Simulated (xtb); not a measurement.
BeH₄SeSi, SMILES [SiH3][Be][SeH]. All values are semi-empirical tight-binding results from xtb (GFN2-xTB unless named), good for trends rather than for accurate numbers. Geometry: GFN2-xTB. One conformer was computed; it need not be the lowest.

For metal compounds this method's bond lengths and energies can be far off.

```yaml
orbital_gap: 3.16 eV
zero_point_energy: 19.4 kcal/mol
G − E(el) at 298.15 K (modified RRHO): -0.4 kcal/mol
```
